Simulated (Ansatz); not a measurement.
Ideal-gas functions of `[F][SnH2][I]` at 500 K and 1 bar, from an Ansatz frequency run at PBE0-D4/def2-TZVP.

Molar mass 266.63 g/mol, point group Cs (symmetry number 1), electronic degeneracy 1, moments of inertia 57.841, 515.164, 564.423 u Å². Harmonic wavenumbers (cm⁻¹, unscaled): 121, 216, 408, 503, 608, 644, 669, 1975, 1991.

Use S(trans) = R[1.5 ln M + 2.5 ln T − 1.1517]; rotational temperatures θ = 24.2544 K / I; S(rot) = R[ln(√π/σ · √(T³/θAθBθC)) + 1.5]; for each mode x = 1.438777 ν̃/T, S = R[x/(eˣ − 1) − ln(1 − e⁻ˣ)] and H = RT x/(eˣ − 1); 1 cm⁻¹ = 0.0119627 kJ/mol; R = 8.31446 J/(mol·K).

Task: By hand: the entropy, in J/(mol·K).

Result: Translation 189.3. Rotation: θ = 0.4193, 0.0471, 0.043 K, giving 124.1. Vibration, mode by mode: 17.13, 12.40, 7.44, 5.93, 4.65, 4.28, 4.04, 0.19, 0.18, in all 56.2. Electronic 0.0. Sum 369.6 J/(mol·K).

Task: By hand: H − E and G − E in kJ/mol, counted from the electronic energy.

Result: Zero-point energy ½ × 7135 × 0.0119627 = 42.7; thermal vibration 15.0; translation, rotation and pV give 4 RT = 16.6. H − E = 74.3 kJ/mol, and G − E = 74.3 − 500 × 369.6/1000 = -110.5 kJ/mol.

Vibration gives 15 % of the entropy, 17.1 J/(mol·K) of it from the mode under 150 cm⁻¹: soft modes count most, and the harmonic formula is weakest for them.
